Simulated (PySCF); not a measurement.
Potential energy surface of H₂B, doublet: symmetric bend, bond length relaxed. Scanned: H-B-H angle. Other coordinates (B-H bond length) were minimised at PBE0/def2-TZVP.

Calculation: CCSD(T) on UHF/cc-pVTZ, 1 core orbital frozen (PySCF).

Scanned values (°): 180, 170, 160, 150, 140, 130, 120, 110, 100, 90, 80, 70, 60.

**Question.** At which scan points does the profile have its minima and maxima, and how high do they lie?

**Answer.** Lower than their neighbours: 130° (0.0 kcal/mol). Higher than their neighbours: 180° (8.0 kcal/mol, end of the scan), 60° (57.9 kcal/mol, end of the scan). The whole profile spans 57.9 kcal/mol.
